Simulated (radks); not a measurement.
Results of a calculation; reference values are marked as such.
Neutral magnesium, [Ne] 3s2. Code: a radial shooting solver on a logarithmic mesh with Libxc functionals. Model: non-relativistic Kohn-Sham, r2SCAN, spin-polarised, spherical densities, point nucleus; meta-GGA in the generalised Kohn-Sham scheme. Every spin shell is full or empty, so the densities are truly spherical. Functionals are evaluated on that one density, not self-consistently. Rank these exchange functionals by their error against the exact value of the orbitals, and give that value: LDA, PBEsol, revPBE, SOGGA, G96, EV93, APBE, TPSS, SCAN, TASK.

Answer. Exact: -15.9752 hartree. From best to worst, with 100 (|E| - |E exact|)/|E exact| (equal figures are ties): revPBE +0.09, G96 +0.15, SCAN +0.34, TPSS +0.42, APBE +0.81, EV93 +1.89, TASK -2.91, PBEsol -3.62, SOGGA -3.67, LDA -8.56.
